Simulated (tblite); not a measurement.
Species: C₃H₁₂Ge₂Si₂.
SMILES with atom numbers: `[CH2:1]=[C:2]1[CH2:3][SiH2:4][SiH2:5][GeH2:6][GeH2:7]1` (hydrogens: H8, H9 on C1; H10, H11 on C3; H12, H13 on Si4; H14, H15 on Si5; H16, H17 on Ge6; H18, H19 on Ge7)

Computed with GFN2-xTB (tblite), gas phase: L-BFGS steps from a force-field or distance-geometry start until the largest atomic force falls under 0.01 eV/Å.

Step 52: E = -538.9415 eV
```
atom  x, y, z in Å  |  force x, y, z in eV/Å
C1     -2.2670   -0.1617    1.3662   -0.008   0.002  -0.029
C2     -1.4804   -0.1749    0.2993    0.056  -0.003   0.014
C3     -0.8146   -1.4286   -0.1696    0.005  -0.028   0.000
Si4     0.9774   -1.6543    0.4912   -0.063  -0.019  -0.020
Si5     2.4233   -0.1635   -0.5597   -0.031   0.050   0.019
Ge6     1.2807    1.9049   -0.5302    0.051   0.014   0.037
Ge7    -1.0726    1.4717   -0.7014   -0.009  -0.043  -0.044
H8     -2.7423    0.7466    1.7004    0.014   0.020   0.018
H9     -2.4827   -1.0532    1.9386    0.001  -0.001  -0.001
H10    -1.4025   -2.2935    0.1449   -0.008  -0.023   0.018
H11    -0.7923   -1.4403   -1.2635    0.031   0.015  -0.002
H12     0.9256   -1.4725    1.9499   -0.010   0.013   0.001
H13     1.3263   -3.0630    0.2542   -0.006  -0.008  -0.010
H14     3.7305   -0.0376    0.0949    0.000   0.003  -0.008
H15     2.7085   -0.5245   -1.9563    0.002   0.005   0.009
H16     1.7193    3.0091   -1.4757   -0.022  -0.023   0.000
H17     1.4708    2.6042    0.8051    0.001   0.006  -0.037
H18    -1.4845    1.1893   -2.1369    0.004   0.018   0.008
H19    -2.0331    2.5510   -0.2588   -0.006   0.003   0.025
```

Step 53: E = -538.9424 eV
```
atom  x, y, z in Å  |  force x, y, z in eV/Å
C1     -2.2634   -0.1628    1.3705   -0.021  -0.006  -0.031
C2     -1.4798   -0.1723    0.3013    0.053  -0.013   0.009
C3     -0.8156   -1.4253   -0.1727    0.014  -0.028   0.004
Si4     0.9756   -1.6586    0.4880   -0.054   0.003  -0.043
Si5     2.4275   -0.1630   -0.5515   -0.052   0.036   0.047
Ge6     1.2788    1.9022   -0.5413    0.060   0.029   0.045
Ge7    -1.0760    1.4746   -0.7004   -0.014  -0.052  -0.039
H8     -2.7429    0.7413    1.7101    0.029   0.027   0.008
H9     -2.4768   -1.0576    1.9385    0.003  -0.007   0.006
H10    -1.4028   -2.2917    0.1398   -0.016  -0.012   0.007
H11    -0.7922   -1.4324   -1.2668    0.024   0.010   0.006
H12     0.9202   -1.4832    1.9464   -0.006   0.009   0.015
H13     1.3207   -3.0666    0.2407   -0.004  -0.006  -0.005
H14     3.7236   -0.0312    0.1229    0.007   0.007  -0.005
H15     2.7362   -0.5271   -1.9406    0.004   0.000  -0.015
H16     1.7152    2.9955   -1.5012   -0.023  -0.025   0.007
H17     1.4745    2.6163    0.7868   -0.002   0.000  -0.052
H18    -1.5028    1.1974   -2.1327    0.009   0.018   0.011
H19    -2.0298    2.5537   -0.2453   -0.010   0.012   0.026
```

Q: Estimate the geometry and energy of step 54. (The exact step hangs on the optimiser's Hessian estimate; all steps are aligned on step 53, rigid shifts and turns removed.)

A: E = -538.9434 eV, largest force 0.087 eV/Å
```
atom  x, y, z in Å  |  force x, y, z in eV/Å
C1     -2.2590   -0.1643    1.3743   -0.031  -0.016  -0.027
C2     -1.4781   -0.1698    0.3030    0.034  -0.022   0.004
C3     -0.8167   -1.4227   -0.1760    0.016  -0.022   0.007
Si4     0.9726   -1.6637    0.4837   -0.025   0.022  -0.049
Si5     2.4309   -0.1615   -0.5412   -0.061   0.009   0.062
Ge6     1.2777    1.8999   -0.5521    0.046   0.039   0.037
Ge7    -1.0798    1.4772   -0.7002   -0.009  -0.043  -0.015
H8     -2.7428    0.7353    1.7208    0.049   0.028  -0.008
H9     -2.4687   -1.0626    1.9382    0.004  -0.007   0.011
H10    -1.4032   -2.2902    0.1352   -0.025  -0.001  -0.010
H11    -0.7921   -1.4248   -1.2702    0.011   0.001   0.011
H12     0.9133   -1.4948    1.9424   -0.002   0.002   0.022
H13     1.3146   -3.0706    0.2259   -0.003  -0.002  -0.001
H14     3.7154   -0.0250    0.1538    0.011   0.011  -0.002
H15     2.7657   -0.5282   -1.9229    0.002  -0.002  -0.026
H16     1.7112    2.9786   -1.5299   -0.020  -0.024   0.011
H17     1.4781    2.6315    0.7656   -0.002   0.002  -0.054
H18    -1.5229    1.2083   -2.1284    0.011   0.012   0.005
H19    -2.0261    2.5566   -0.2295   -0.005   0.012   0.023
```

The energy changes by -0.0010 eV. The first-order estimate −F·Δx gives -0.0013 eV and the mean of the old and new forces, exact on a quadratic surface, -0.0010 eV. The step makes an angle of 85° with the force vector and moves no atom by more than 0.034 Å.

What follows is the cost of the whole relaxation. On an Arm Neoverse N1 with one thread, shared host with 64 logical CPUs at a one-minute load of 61, this took 1.9 s of wall time.
